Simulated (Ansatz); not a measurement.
Isolated molecules relaxed with PBE0-D4/def2-TZVP in Ansatz; ΔE leaves out vibrations. CCSD(T)/CBS adds triple-zeta CCSD(T) − MP2 to the extrapolated MP2 energy (def2 sets, frozen cores). This one scheme is used for every species. Functionals use def2-TZVPP. B3LYP here is the variant with VWN-RPA as its local correlation; programs differ in this. One conformer a species, not always the lowest.

Consider the ligand exchange at the Si–F bond: `F[SiH](F)F` + `N[SiH](Cl)Cl` → `F[SiH](F)N[SiH](Cl)Cl` + H–F.

```csv
level,ΔE (kJ/mol),difference from CCSD(T)/CBS
r2SCAN-D4,83.0,6.6
B3LYP-D4,77.9,1.5
ωB97X-V,80.2,3.8
ωB97M-V,79.2,2.8
PBE,83.7,7.3
r2SCAN,85.7,9.3
B3LYP,92.8,16.4
HF/def2-TZVPP,97.4,21.0
SCS-MP2/def2-TZVPP,81.2,4.8
CCSD(T)/def2-TZVPP,77.7,1.3
HF/def2-QZVPP,99.1,22.7
MP2/def2-QZVPP,76.2,-0.2
SCS-MP2/def2-QZVPP,81.1,4.7
HF/CBS(def2),99.3,22.9
MP2/CBS(def2),75.0,-1.4
CCSD/CBS(def2),79.2,2.8
CCSD(T)/CBS,76.4,0
```

Largest T1 diagnostic among the species: 0.012.

The D4 term adds −14.9 kJ/mol with B3LYP and −8.4 kJ/mol with PBE0; it sums over pairs of atoms, weighted by their polarisabilities, and B3LYP, whose exchange is more repulsive, gets the larger term. In def2-TZVPP, CCSD(T) changes the Hartree–Fock value by −19.7 kJ/mol (the triples alone add −2.8 kJ/mol) and MP2 by −21.0 kJ/mol.
